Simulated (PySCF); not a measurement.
Cartesian coordinates (Å):
SMILES: [O][SiH2]O
```xyz
6

O     -1.3125     1.3192    -0.1875
Si    -0.3472     0.0007    -0.0091
O      1.2366     0.4003    -0.0077
H     -0.7613    -0.6010     1.2889
H     -0.6875    -0.8819    -1.1595
H      1.9019    -0.2824     0.0823
```
Charge 0, spin multiplicity 2.

Q: Predict the total energy, dipole moment and highest occupied spin orbital from PBE-D3(BJ)/def2-TZVP // PBE0-D4/def2-TZVP run with PySCF.

A: 
| Quantity | Result |
|---|---|
| total energy | -441.5118 Ha |
| dipole moment | 3.41 D |
| highest occupied spin orbital | -7.25 eV |
